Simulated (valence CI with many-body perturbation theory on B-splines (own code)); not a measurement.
## Pd²³⁺: calculated level list

Calculated by configuration interaction combined with many-body perturbation theory (CI+MBPT): five valence electrons over a frozen Dirac-Fock core [Ar], radial functions for each j: 7 s, 7 p, 8 d, 6 f, 4 g, 1 h, with the one-electron correlation potential Σ1, the two-electron term Σ2, the three-electron term Σ3, Breit, model QED; selected CI, second order for the rest, scaled by the run's own slope (own B-spline code, finite nucleus).

No measured levels were compared; by estimate terms of the open shell hold to 2 to 4 % of their energy, and close levels can change places. Among the levels kept, up to 560 cm⁻¹ of a level comes from second order outside the variational space, and about a tenth of that is noise between levels of different J, which matters for small intervals. Only levels of the ground parity were solved; by the run's estimate the other parity begins above the list, which can be wrong where configurations are misplaced.

Levels 1 to 32 of 32, with energies above the lowest level, 3d⁵ ⁶S_5/2. "Leading %" is the weight of the configuration and term that name the level; weights of strongly mixed levels are sums over their largest components and can fall short, so below about 35 % the name and the second component can differ from the true leading terms, or belong to a minority configuration. Lifetimes count E1, E2, E3, M1 and M2 decay at the calculated energies, and are blank where another channel may lead or the interval is too uncertain; long ones can be off by a factor of two.

| No. | Configuration | Term | J | E (eV) | Leading % | Lifetime | g | Second component |
| --- | --- | --- | --- | --- | --- | --- | --- | --- |
| 1 | 3d⁵ | ⁶S | 5/2 | 0.000 | 86 |  | 1.935 | 12 % 3d⁵ ⁴P |
| 2 | 3d⁵ | ⁴G | 5/2 | 10.690 | 29 | 379 μs | 1.051 | 20 % 3d⁵ ²F |
| 3 | 3d⁵ | ⁴G | 7/2 | 13.709 | 67 | 2.46 ms | 1.074 | 13 % 3d⁵ ²F |
| 4 | 3d⁵ | ⁴G | 11/2 | 14.127 | 80 |  | 1.225 | 16 % 3d⁵ ²H |
| 5 | 3d⁵ | ⁴P | 3/2 | 14.207 | 48 | 210 μs | 1.401 | 42 % 3d⁵ ⁴D |
| 6 | 3d⁵ | ⁴G | 5/2 | 14.634 | 44 | 292 μs | 1.055 | 23 % 3d⁵ ⁴D |
| 7 | 3d⁵ | ⁴G | 9/2 | 14.880 | 86 | 31.4 ms | 1.166 | 7 % 3d⁵ ⁴F |
| 8 | 3d⁵ | ⁴P | 1/2 | 15.981 | 68 | 7.29 ms | 1.925 | 26 % 3d⁵ ⁴D |
| 9 | 3d⁵ | ⁴D | 7/2 | 18.060 | 69 | 804 μs | 1.311 | 21 % 3d⁵ ⁴G |
| 10 | 3d⁵ | ⁴D | 5/2 | 19.129 | 39 | 274 μs | 1.283 | 29 % 3d⁵ ²D |
| 11 | 3d⁵ | ⁴D | 1/2 | 20.510 | 73 | 445 μs | 0.688 | 24 % 3d⁵ ⁴P |
| 12 | 3d⁵ | ²I | 11/2 | 20.621 | 73 | 707 μs | 0.991 | 14 % 3d⁵ ⁴G |
| 13 | 3d⁵ | ⁴D | 3/2 | 21.035 | 48 | 265 μs | 1.328 | 37 % 3d⁵ ⁴P |
| 14 | 3d⁵ | ²F | 7/2 | 21.809 | 44 | 1.07 ms | 1.122 | 30 % 3d⁵ ⁴F |
| 15 | 3d⁵ | ²I | 13/2 | 22.412 | 100 | 4.90 ms | 1.074 |  |
| 16 | 3d⁵ | ⁴F | 3/2 | 22.652 | 46 | 190 μs | 0.710 | 43 % 3d⁵ ²D |
| 17 | 3d⁵ | ²G | 9/2 | 22.723 | 47 | 723 μs | 1.161 | 30 % 3d⁵ ⁴F |
| 18 | 3d⁵ | ²F | 5/2 | 23.631 | 28 | 114 μs | 1.065 | 20 % 3d⁵ ⁴F |
| 19 | 3d⁵ | ⁴F | 5/2 | 26.060 | 38 | 172 μs | 1.081 | 30 % 3d⁵ ²F |
| 20 | 3d⁵ | ²H | 9/2 | 26.382 | 54 | 178 μs | 1.094 | 43 % 3d⁵ ⁴F |
| 21 | 3d⁵ | ²G | 7/2 | 27.444 | 52 | 483 μs | 1.026 | 30 % 3d⁵ ²F |
| 22 | 3d⁵ | ²D | 3/2 | 28.560 | 48 | 275 μs | 0.666 | 45 % 3d⁵ ⁴F |
| 23 | 3d⁵ | ²F | 5/2 | 28.933 | 55 | 169 μs | 0.996 | 20 % 3d⁵ ⁴F |
| 24 | 3d⁵ | ²F | 7/2 | 28.990 | 56 | 146 μs | 1.090 | 26 % 3d⁵ ²G |
| 25 | 3d⁵ | ²H | 11/2 | 30.946 | 71 |  | 1.062 | 22 % 3d⁵ ²I |
| 26 | 3d⁵ | ²F | 7/2 | 31.076 | 45 | 236 μs | 1.154 | 39 % 3d⁵ ⁴F |
| 27 | 3d⁵ | ²G | 9/2 | 31.625 | 49 | 286 μs | 1.092 | 30 % 3d⁵ ²H |
| 28 | 3d⁵ | ²S | 1/2 | 31.749 | 85 | 147 μs | 1.953 | 7 % 3d⁵ ⁴P |
| 29 | 3d⁵ | ²D | 5/2 | 34.139 | 50 | 89.4 μs | 1.067 | 34 % 3d⁵ ²F |
| 30 | 3d⁵ | ²D | 3/2 | 35.400 | 90 | 94.7 μs | 0.818 | 6 % 3d⁵ ⁴D |
| 31 | 3d⁵ | ²D | 5/2 | 38.069 | 68 |  | 1.130 | 21 % 3d⁵ ²F |
| 32 | 3d⁵ | ²G | 9/2 | 39.405 | 98 |  | 1.108 |  |

Names give the largest LS component (configuration and term), which can be under half, so a name can repeat, a term be missing and a line seem to break the LS rules; names also repeat where a configuration has a term twice.

The ionisation energy to 3d⁴ ⁵D0 of the next ion comes out as 1144.4 eV (NIST: 1145 ± 4 eV (theoretical)). All 32 levels together are meant to be complete up to 39.607 eV.
